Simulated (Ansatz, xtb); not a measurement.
## C5H8Cl2: which of two isomers lies lower

Structure I is `Cl[C@@H]1CC[C@H](Cl)C1`, a singlet and structure II is `Cl[C@@H]1CC[C@@H](Cl)C1`, a singlet. Both are isolated molecules in the gas phase, relaxed with B3LYP-D3(BJ)/def2-SVP; the shapes shown needn't be the lowest conformers.

I (Å):

```
atom    x (Å)    y (Å)    z (Å)
   C   1.5238   0.5226  -0.6813
   C   0.4005   0.8807  -1.6545
   C  -0.7640   1.2568  -0.7283
   C  -0.6380   0.2810   0.4607
   C   0.8096  -0.2698   0.4166
  Cl   2.2619   2.0447   0.0036
  Cl  -1.0287   1.0891   2.0374
   H   2.3585  -0.0197  -1.1416
   H   0.1584  -0.0230  -2.2420
   H   0.6806   1.6756  -2.3593
   H  -1.7492   1.2037  -1.2125
   H  -0.6202   2.2821  -0.3611
   H  -1.3645  -0.5375   0.3880
   H   0.7841  -1.3306   0.1169
   H   1.3159  -0.2096   1.3872
```

II (Å):

```yaml
atoms:
  - { symbol: C, position_ang: [1.3194, 0.3457, -1.0752] }
  - { symbol: C, position_ang: [-0.0956, 0.5822, -1.6088] }
  - { symbol: C, position_ang: [-0.7709, 1.3452, -0.4663] }
  - { symbol: C, position_ang: [-0.2890, 0.5970, 0.7791] }
  - { symbol: C, position_ang: [1.1499, 0.1412, 0.4471] }
  - { symbol: Cl, position_ang: [2.3562, 1.8177, -1.4072] }
  - { symbol: Cl, position_ang: [-1.3626, -0.8555, 1.0784] }
  - { symbol: H, position_ang: [1.8439, -0.4805, -1.5682] }
  - { symbol: H, position_ang: [-0.5867, -0.3972, -1.7354] }
  - { symbol: H, position_ang: [-0.1037, 1.1035, -2.5750] }
  - { symbol: H, position_ang: [-0.3743, 2.3736, -0.4283] }
  - { symbol: H, position_ang: [-1.8656, 1.3961, -0.5341] }
  - { symbol: H, position_ang: [-0.3556, 1.1864, 1.7004] }
  - { symbol: H, position_ang: [1.2959, -0.9120, 0.7220] }
  - { symbol: H, position_ang: [1.8893, 0.7336, 1.0026] }
```

Quicker runs give these differences E(II) − E(I): GFN2-xTB −1.39 kcal/mol; HF/STO-3G −0.83 kcal/mol (at GFN2-xTB geometries); r2SCAN-D4/def2-SVP −1.69 kcal/mol (at GFN2-xTB geometries).

Q: Estimate E(II) − E(I) at the level CCSD(T)/def2-SVP + ΔMP2/def2-TZVPP.

A: CCSD(T)/def2-SVP + ΔMP2/def2-TZVPP gives E(II) − E(I) = −1.31 kcal/mol, slightly favouring structure II, which is too small a margin to settle the true order.

How the difference moves with the method:

```json
{"level": "GFN2-xTB", "geometry": "GFN2-xTB", "E(II) − E(I) (kcal/mol)": "−1.39", "departure from the last row (kcal/mol)": "−0.08", "job, with rough time for the two": "optimisation, 0.47 s"}
{"level": "HF/STO-3G", "geometry": "GFN2-xTB", "E(II) − E(I) (kcal/mol)": "−0.83", "departure from the last row (kcal/mol)": "+0.48", "job, with rough time for the two": "single point, 0.68 s"}
{"level": "r2SCAN-D4/def2-SVP", "geometry": "GFN2-xTB", "E(II) − E(I) (kcal/mol)": "−1.69", "departure from the last row (kcal/mol)": "−0.38", "job, with rough time for the two": "single point, 8.4 s"}
{"level": "B3LYP-D3(BJ)/def2-SVP", "geometry": "B3LYP-D3(BJ)/def2-SVP", "E(II) − E(I) (kcal/mol)": "−1.47", "departure from the last row (kcal/mol)": "−0.17", "job, with rough time for the two": "optimisation, 90 s"}
{"level": "HF/def2-SVP", "geometry": "B3LYP-D3(BJ)/def2-SVP", "E(II) − E(I) (kcal/mol)": "−1.54", "departure from the last row (kcal/mol)": "−0.23", "job, with rough time for the two": "part of the CCSD(T) run"}
{"level": "MP2/def2-SVP", "geometry": "B3LYP-D3(BJ)/def2-SVP", "E(II) − E(I) (kcal/mol)": "−1.42", "departure from the last row (kcal/mol)": "−0.11", "job, with rough time for the two": "part of the CCSD(T) run"}
{"level": "CCSD(T)/def2-SVP", "geometry": "B3LYP-D3(BJ)/def2-SVP", "E(II) − E(I) (kcal/mol)": "−1.48", "departure from the last row (kcal/mol)": "−0.18", "job, with rough time for the two": "single point"}
{"level": "CCSD(T)/def2-SVP + ΔMP2/def2-TZVPP", "geometry": "B3LYP-D3(BJ)/def2-SVP", "E(II) − E(I) (kcal/mol)": "−1.31", "departure from the last row (kcal/mol)": "", "job, with rough time for the two": "single point, 2.4 min"}
```

As drawn, both hold the same kinds of bond in the same numbers.

The largest departure from CCSD(T)/def2-SVP + ΔMP2/def2-TZVPP is that of HF/STO-3G, 0.48 kcal/mol. The last row adds to CCSD(T) the change of the MP2 difference between the two basis sets, here +0.18 kcal/mol.

With thermal terms from frequencies at re-optimised GFN2-xTB minima (ideal gas, soft modes damped towards free rotors, one conformer each, 298.15 K, 1 atm): the zero-point term adds −0.04 kcal/mol; ΔH is −1.37 and ΔG −0.89 kcal/mol.

The correlated steps freeze 15 core orbitals. Programs: Ansatz 0.2.0, xtb 6.7.1; the last row on 2 threads of Arm Neoverse V1 on a shared host.
